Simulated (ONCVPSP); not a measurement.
# holmium (Ho) ONCV: all-electron and pseudo phase curves

Ho (Z = 67), optimised norm-conserving Vanderbilt (ONCV), made with ONCVPSP 4.0.1 (PBEsol, scalar-relativistic). Core [Kr] 4d10, reference 4f11 5s2 5p6 6s1.75 6p0.25. Waves: 5s+6s: rc 2.10 bohr, ncon 4, nbas 8, qcut 7.6 1/bohr, 3 projectors, debl 2.4 Ha; 5p+6p: rc 2.50 bohr, ncon 4, nbas 8, qcut 6.1 1/bohr, 2 projectors; d scattering state at 0.34 Ha: rc 2.05 bohr, ncon 5, nbas 9, qcut 4.6 1/bohr, 2 projectors, debl 2.1 Ha; 4f: rc 1.30 bohr, ncon 4, nbas 8, qcut 14.7 1/bohr, 2 projectors, debl 1.4 Ha. Local part: polynomial inside 0.95 bohr (lpopt 2, dvloc0 -1 Ha). Core correction: none.

In the d channel the program set the typed energies aside and used 0.050, 2.150 Ha.

The phase is arctan(r·R′/R) of the radial function R(r), unwrapped; energies in Ha, scanned from -3 to 5 Ha. A pole is an energy at which the radial function vanishes at the test radius. The pseudo phase is shifted by a multiple of π to meet the all-electron one at the reference energy, and phase errors are pseudo minus all-electron; the curves can meet again beyond the range given. Levels narrower than the energy grid can be missing from the lists of poles.

```csv
channel,radius (bohr),reference energy (Ha),"poles, all-electron","poles, pseudo",unbroken range about the reference energy with phases within 0.05 rad,phase error 1 Ha above the reference energy (rad)
s,2.13,-0.15,"-1.63, 4.03","-1.63, 4.03",the whole range,+0.000
p,2.54,-0.05,"-0.80, 2.94","-0.80, 2.82, 4.97",below 3.5,-0.004
d,2.08,0.05,1.34,1.34,the whole range,-0.000
f,1.32,-0.13,0.44,0.44,the whole range,+0.000
```

Note: no bound ghost flagged; GHOST(+) flagged for s at 134.7 eV.

Phases in the p channel:

```json
{"E (Ha)": "-2.98", "all-electron": "1.353", "pseudo": "1.353"}
{"E (Ha)": "-2.54", "all-electron": "1.322", "pseudo": "1.322"}
{"E (Ha)": "-2.10", "all-electron": "1.270", "pseudo": "1.270"}
{"E (Ha)": "-1.66", "all-electron": "1.155", "pseudo": "1.155"}
{"E (Ha)": "-1.22", "all-electron": "0.341", "pseudo": "0.341"}
{"E (Ha)": "-0.78", "all-electron": "-1.586", "pseudo": "-1.586"}
{"E (Ha)": "-0.34", "all-electron": "-1.821", "pseudo": "-1.821"}
{"E (Ha)": "0.10", "all-electron": "-2.063", "pseudo": "-2.063"}
{"E (Ha)": "0.54", "all-electron": "-2.767", "pseudo": "-2.768"}
{"E (Ha)": "0.98", "all-electron": "-4.013", "pseudo": "-4.016"}
{"E (Ha)": "1.42", "all-electron": "-4.414", "pseudo": "-4.417"}
{"E (Ha)": "1.86", "all-electron": "-4.559", "pseudo": "-4.563"}
{"E (Ha)": "2.30", "all-electron": "-4.637", "pseudo": "-4.644"}
{"E (Ha)": "2.74", "all-electron": "-4.691", "pseudo": "-4.702"}
{"E (Ha)": "3.18", "all-electron": "-4.736", "pseudo": "-4.759"}
{"E (Ha)": "3.62", "all-electron": "-4.781", "pseudo": "-4.847"}
{"E (Ha)": "4.06", "all-electron": "-4.837", "pseudo": "-5.370"}
{"E (Ha)": "4.50", "all-electron": "-4.929", "pseudo": "-7.699"}
{"E (Ha)": "4.94", "all-electron": "-5.155", "pseudo": "-7.848"}
```
